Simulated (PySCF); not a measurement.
This singlet lies 2.14 eV below the relaxed triplet at the level B3LYP-D3(BJ)/def2-TZVP (PySCF).

## H₂BO, SMILES `B[O+]` (lower singlet) (charge 1, multiplicity 1)

Calculation: PBE-D3(BJ)/def2-TZVP // B3LYP-D3(BJ)/def2-TZVP (PySCF).

```json
{
  "HOMO": "-17.03 eV",
  "HOMO–LUMO gap": "5.10 eV",
  "LUMO": "-11.93 eV",
  "total_energy": "-100.7718 Ha",
  "cost": "roughly 7 core-seconds"
}
```

Bonds (Å): B1–O2 1.183, B1–H3 1.344, B1–H4 1.344. Angles (°): O2–B1–H3 161.0, O2–B1–H4 161.0, H3–B1–H4 38.0.
Charge +1, spin multiplicity 1.
